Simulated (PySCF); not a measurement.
Compounds:

A. SMILES O=C(OC)C1=CON=C1
B. `FC(F)=C(F)[C@]12CC[C@H](C1)C2`
C. `FC(F)(F)C=C=C[SiH](Cl)Cl`
D. `C[SiH](C)/C=C/C(=O)O`
E. `C#Cc1cc([SiH3])ccp1`

Spectrum 1. $^{13}$C{$^{1}$H} NMR (computed): δ 163.8 (CH), 159.2 (C), 152.0 (CH), 142.8 (CH), 137.2 (C), 96.8 (CH), 90.6 (C).

Spectrum 2. $^{13}$C{$^{1}$H} NMR (computed): δ 222.3 (C), 133.3 (C), 94.6 (CH), 89.3 (CH).

Spectrum 3. $^{13}$C{$^{1}$H} NMR (computed): δ 167.9 (C), 139.9 (C), 48.7 (C), 43.0 (CH2), 37.9 (CH), 30.9 (CH2), 30.9 (CH2).

Spectrum 4. $^{13}$C{$^{1}$H} NMR (computed): δ 171.2 (CH), 168.0 (C), 153.4 (CH), 122.7 (C), 54.0 (CH3).

Spectrum 5. $^{13}$C{$^{1}$H} NMR (computed): δ 169.7 (C), 162.8 (CH), 140.1 (CH), -2.6 (CH3).

PySCF 2.14 calculation with structure optimised with GFN2-xTB and shieldings: GIAO PBE0/pcSseg-1; one computed conformer, relativity neglected, fast rotation and ring inversion assumed for equivalent nuclei, no solvent.

Shifts are taken against calculated references (same method and geometry level): TMS for $^{13}$C. Splittings of carbon signals by F and P are missing where no couplings were computed. Acid and N–H amide carbonyl carbons lie up to 10 ppm further downfield in solution (hydrogen bonding). Shifts are as computed. Against solution values, carbons near 30 ppm lie about +3 ppm off and those near 130 ppm about +5 ppm. Of 1211 compounds with measured shifts, 218 miss one by over three times the rms of a fit or turn the order of signals round; such compounds aren't used in these exercises.

Question: Which spectrum belongs to which compound?

Answer: 1–E, 2–C, 3–B, 4–A, 5–D.

- Spectrum 1 (E): 7 $^{13}$C signals; δC 96.8 is a terminal alkyne carbon; δC 90.6 is an alkyne carbon.
- Spectrum 2 (C): 4 $^{13}$C signals; δC 222.3 is a central carbon of an allene; δC 133.3 is a CF3 carbon.
- Spectrum 3 (B): 7 $^{13}$C signals; δC 139.9 is a fully substituted alkene carbon; δC 48.7 is an allylic quaternary sp3 carbon.
- Spectrum 4 (A): 5 $^{13}$C signals; δC 168.0 is an ester carbonyl carbon; δC 153.4 is an aromatic CH next to a ring nitrogen.
- Spectrum 5 (D): 4 $^{13}$C signals; δC 169.7 is a carboxylic acid carbon; δC 162.8 is a β carbon of a C=C–C=O unit.
